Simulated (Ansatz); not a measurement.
Total energies of InH2(SMe) (CH₅InS) from Ansatz at PBE0-D4/def2-TZVP, gas phase (1 Eh = 27.2114 eV = 2625.5 kJ/mol). The reference geometry is relaxed at B3LYP-D4/def2-TZVP.

| atom | x (Å) | y (Å) | z (Å) |
| --- | --- | --- | --- |
| In1 | 1.215 | 1.390 | 0.344 |
| H2 | 1.229 | 0.615 | 1.882 |
| H3 | 2.061 | 2.777 | -0.209 |
| S4 | -0.216 | 0.329 | -1.261 |
| C5 | -0.956 | -1.065 | -0.322 |
| H6 | -0.499 | -1.182 | 0.658 |
| H7 | -0.811 | -1.980 | -0.893 |
| H8 | -2.023 | -0.885 | -0.200 |

```
                 state   geometry  energy (Eh)
      charge 0 singlet  reference   -629.28474
      charge 1 doublet  reference   -628.96082
free In atom (doublet)          –   -190.11398
 free H atom (doublet)          –     -0.50104
 free S atom (triplet)          –   -397.97371
 free C atom (triplet)          –    -37.80537
```

In the def2 sets In takes a core potential; there is no spin–orbit coupling.

Q: Work out the vertical ionisation energy to the doublet.

A: E(charge 1 doublet) − E(charge 0 singlet) = -628.96082 − (-629.28474) = 0.32392 Eh = 8.81 eV. For comparison, −ε of the highest occupied level is 6.80 eV at this level, 2.01 eV less.

Q: What is the binding energy per atom against free atoms?

A: Atoms: 1 × (-190.11398) + 5 × (-0.50104) + 1 × (-397.97371) + 1 × (-37.80537) = -628.39826 Eh. Binding: -628.39826 − (-629.28474) = 0.88648 Eh = 24.12 eV, or 3.02 eV for each of 8 atoms (no zero-point energy, no counterpoise term).
